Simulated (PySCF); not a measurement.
Species: `C#C[C@@H](C)S[SiH2]Cl`. The columns A, B, C and D hold Mulliken, IAO, Hirshfeld and ESP-fitted charges (e) of one PBE0/pcSseg-1 density (PySCF), in a shuffled order. Coordinates in Å (GFN2-xTB); the density's dipole moment is (-0.68, 0.47, 0.08) D.

| atom | x | y | z | A | B | C | D |
| --- | --- | --- | --- | --- | --- | --- | --- |
| C1 | -1.314 | 1.886 | 0.530 | -0.105 | -0.457 | -0.235 | -0.350 |
| C2 | -0.922 | 0.762 | 0.395 | -0.046 | +0.019 | -0.039 | +0.314 |
| C3 | -0.428 | -0.575 | 0.183 | -0.007 | +0.139 | -0.171 | -0.455 |
| C4 | -1.550 | -1.545 | -0.158 | -0.113 | -0.441 | -0.409 | -0.187 |
| S5 | 0.802 | -0.576 | -1.220 | -0.082 | -0.261 | -0.189 | -0.218 |
| Si6 | 2.338 | 0.701 | -0.452 | +0.314 | +0.226 | +0.727 | +0.653 |
| Cl7 | 2.690 | 0.282 | 1.489 | -0.103 | -0.158 | -0.305 | -0.305 |
| H8 | -1.676 | 2.860 | 0.672 | +0.095 | +0.322 | +0.204 | +0.046 |
| H9 | 0.123 | -0.915 | 1.064 | +0.041 | +0.118 | +0.175 | +0.197 |
| H10 | -2.065 | -1.219 | -1.059 | +0.045 | +0.172 | +0.157 | +0.133 |
| H11 | -1.142 | -2.538 | -0.327 | +0.046 | +0.134 | +0.154 | +0.133 |
| H12 | -2.264 | -1.586 | 0.663 | +0.052 | +0.146 | +0.157 | +0.139 |
| H13 | 3.494 | 0.373 | -1.262 | -0.065 | +0.025 | -0.108 | -0.056 |
| H14 | 1.914 | 2.089 | -0.541 | -0.072 | +0.015 | -0.119 | -0.044 |

Task: Which column most likely holds the ESP-fitted charges?

Result: B. Σ q r misses the density's dipole by 0.05 D (B), 0.80 D (A), 1.43 D (C), 2.76 D (D). Charges fitted to the outside potential are the only set here that is tied to the molecule's multipoles.

Task: And the Hirshfeld charges?

Result: A. The mean sizes are 0.085 e (A), 0.188 e (B), 0.225 e (C), 0.231 e (D), and Hirshfeld charges are commonly the smallest of these schemes.

As computed, A = Hirshfeld, B = ESP-fitted, C = IAO, D = Mulliken. Hydrogens on carbon: Hirshfeld +0.04 to +0.10, ESP-fitted +0.12 to +0.32, IAO +0.15 to +0.20, Mulliken +0.05 to +0.20 e.

The Hirshfeld scheme weights the molecular density at each point by an atom's share of the summed free-atom densities. The Mulliken scheme gives each basis function's population to the atom it is centred on and halves the overlap population of two atoms between them.

One conformer (not necessarily the lowest) at the GFN2-xTB geometry, without solvent, vibrations or thermal averaging.

The run behind these numbers computed NMR shieldings as well. Time: 48 s wall; peak memory 0.80 GiB. Hardware: one thread, Arm Neoverse N1 (aarch64), shared host with 64 logical CPUs at a one-minute load of 58.

Conformer computed: `[CH:1]#[C:2][C@@H:3]([CH3:4])[S:5][SiH2:6][Cl:7]`: C2–C3–S5–Si6 62°, C3–S5–Si6–Cl7 42°.
